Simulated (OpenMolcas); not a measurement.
## What dynamic correlation does to the levels of Ti II

```
Program             : OpenMolcas
Basis               : ANO-R3 [7s5p5d3f2g1h]
Scalar Hamiltonian  : X2C, finite nucleus
Active space        : 3 electrons in 6 orbitals (3d 4s)
State averaging     : 2S+1 = 4 even, 20 roots; 2S+1 = 2 even, 52 roots
Spin-orbit coupling : state interaction with AMFI integrals over the reference wave functions, term energies averaged over their components
```

Methods on the same reference wave functions:
A. CASSCF
B. SS-CASPT2, IPEA 0.25 Eh, imaginary shift 0.1 Eh (closed shells correlated: 3s 3p)
C. MS-CASPT2, IPEA 0.25 Eh, imaginary shift 0.1 Eh (closed shells correlated: 3s 3p)

Energies in cm-1 above 3d2 4s 4F 3/2, the measured ground level; measured values from NIST Handbook of Basic Atomic Spectroscopic Data.

```
        Level      A      B      C  Measured
3d2 4s 4F 3/2    0.0    0.0    0.0       0.0
3d2 4s 4F 5/2   88.7   88.5   88.6      94.1
3d2 4s 4F 7/2    213    213    213       226
3d2 4s 4F 9/2    372    373    373       393
   3d3 4F 3/2   3755    864    865       908
   3d3 4F 5/2   3845    955    956       984
   3d3 4F 7/2   3970   1080   1081      1087
   3d3 4F 9/2   4127   1236   1237      1216
3d2 4s 2F 5/2   8503   3920   3920      4629
3d2 4s 2F 7/2   8745   4160   4160      4898
3d2 4s 4P 1/2  11939  10230  10240      9873
3d2 4s 4P 3/2  11963  10290  10290          
3d2 4s 2D 3/2  12104   7480   7290          
   3d3 2G 7/2  14159   7910   7910      8998
   3d3 2G 9/2  14273   8020   8020      9118
   3d3 2P 1/2  14698   7810   7590      9851
   3d3 2P 3/2  14791   7940   7720      9976
   3d3 4P 1/2  15705   9540   9540      9364
   3d3 4P 3/2  15773   9600   9590      9396
   3d3 4P 5/2  15836   9680   9670      9518
   3d3 2H 9/2  18911  12420  12420     12677
  3d3 2H 11/2  19029  12530  12530     12775
3d2 4s 2G 7/2  19491  13920  13920     15266
3d2 4s 2G 9/2  19522  13950  13950     15257
```

Deviations, from unrounded energies. A percentage is the sum of absolute deviations over the sum of measured energies, with the sign that they share, or ± where signs differ.

```
                        Against measurement  Levels      A     B     C
             mean absolute deviation (cm-1)      21   3900   570   590
      fine structure of the ground term (%)       3   -5.5  -5.4  -5.3
other terms of the ground configuration (%)       5  +36.6  ±8.9  ±8.9
                   other configurations (%)      13  +65.7  ±7.7  ±8.2
```

B, C lie about equally close to measurement and A furthest from it. The largest miss of B in the table is 3d3 2P 1/2, by -2000 cm-1. The ranking rests on the paired levels alone, and a cruder setting can come out closer through cancelling errors.

Between B and C the level of the table that moves most is 3d3 2P 3/2, by 230 cm-1 (lowest in C, highest in B). Moves below CASPT2's spread within the term are not significant.

The mean deviations of B to C differ by less than CASPT2's widest spread within a term (1700 cm-1), so their order carries little weight.

From A to B the spin-free energies of the other terms of 3d2 4s shown, above 4F, scale by factors of 0.46 to 0.86.

The lowest spin-free term lies below A's lowest term by 0.376 hartree in B, 0.376 hartree in C.

Term energies are means over components that CASPT2 splits; among the terms shown or strongly mixed into the levels shown the widest spread is 1700 cm-1 (3d2 4s 2F, C). Over all roots computed the reference weight is 0.88 to 0.93 in B, 0.88 to 0.93 in C; the roots of lowest weight are the least certain, and an intruder state may touch them. Configurations are named by rounded mean occupations; where the s occupation lies near a half they are strongly mixed, a name can repeat and a true partner stay unpaired. A single d shell beside an s shell can misplace configurations of different d count against each other. No level of 3d 4s2 was computed, though it lies in the active space. The CASPT2 spread within a term exceeds the gap to the next term for 3d3 2P and 3d3 2G, so the order of their levels is uncertain (figures for B; the like holds for C). Without dynamic correlation excited terms often stand tens of per cent too high (terms of higher spin than the ground term too low), and those without a measured partner can miss by more than the paired ones (holds for A). Some levels mix across a computed gap that differs much from the measured one, so their mixing is not that of the real levels (holds for B; C). Some terms miss by over 15 % even with CASPT2, which points to a basis or an active space too small for the shells correlated (holds for B; C). Computed and measured levels are paired by configuration, term and J; levels that our copy of the source lacks, or whose pairing is in doubt (as where it misses far off the trend of its configuration), stay unpaired and out of the deviations. Levels of configurations outside the active space are missing. Levels that lie high or do not pair safely by name in every column are left out.
